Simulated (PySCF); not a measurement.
SMILES C1=CC=C1, B3LYP/def2-SVP optimised geometry.

```
8

C     -0.79    -0.67     0.00
C     -0.79     0.67     0.00
C      0.79     0.67     0.00
C      0.79    -0.67     0.00
H     -1.56    -1.44     0.00
H     -1.56     1.44     0.00
H      1.56     1.44     0.00
H      1.56    -1.44     0.00
```

Density from B3LYP/def2-TZVP (PySCF 2.14.0) at that geometry.

Minimum of the electron density along straight lines between bonded atoms, close to the bond critical point (lines longer than 1.1 times the sum of covalent radii, or with two minima, are not listed):

```
bond   length / Å  ρ at the minimum / e bohr⁻³  ∇²ρ there / e bohr⁻⁵  position (fraction from the first atom)
-----  ----------  ---------------------------  --------------------  ---------------------------------------
C1–C2       1.338                        0.350                 -1.03                                     0.50
C2–C3       1.577                        0.219                 -0.45                                     0.50
C1–C4       1.577                        0.219                 -0.45                                     0.50
C3–C4       1.338                        0.350                 -1.03                                     0.50
C1–H5       1.091                        0.280                 -0.99                                     0.65
C2–H6       1.091                        0.280                 -0.99                                     0.65
C3–H7       1.091                        0.280                 -0.99                                     0.65
C4–H8       1.091                        0.280                 -0.99                                     0.65
```
